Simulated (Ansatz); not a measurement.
Ansatz (an electronic-structure program) input:
A basis named .json is the Basis Set Exchange file of that set.

Ansatz 0.2 input:
```yaml
crystal:
  periodic: [false, false, false]
  atoms:
    - {symbol: Si, position_ang: [0.00979753, -0.01619601, -0.06718725]}
    - {symbol: O, position_ang: [-0.81622945, -1.24056916, -0.73562145]}
    - {symbol: O, position_ang: [1.64996800, -0.06905658, -0.04982133]}
    - {symbol: N, position_ang: [-0.50975164, 1.44961774, -0.74579920]}
    - {symbol: N, position_ang: [-0.38979829, -0.28436876, 1.59262638]}
    - {symbol: H, position_ang: [2.10222454, -0.14537880, -0.89288046]}
    - {symbol: H, position_ang: [0.01551723, 2.30620861, -0.70240798]}
    - {symbol: H, position_ang: [-1.42444543, 1.56074481, -1.14874553]}
    - {symbol: H, position_ang: [-1.34964712, -0.23357815, 1.89877355]}
    - {symbol: H, position_ang: [0.14612652, -0.94098940, 2.14163412]}
basis:
  gaussian:
    orbitals: aug-cc-pV_D+d_Z.json
magnetization: {spin_polarized: true, initial_magnetization: 1}
correlation: {method: ccsd_t, electrons: outside_noble_gas}
output: {forces: true}
```

Question: What final total energy does it print?

Answer: -551.52028 Eh (CCSD(T)/aug-cc-pV(D+d)Z). The basis has 169 functions.

It need not be the lowest isomer of its formula.
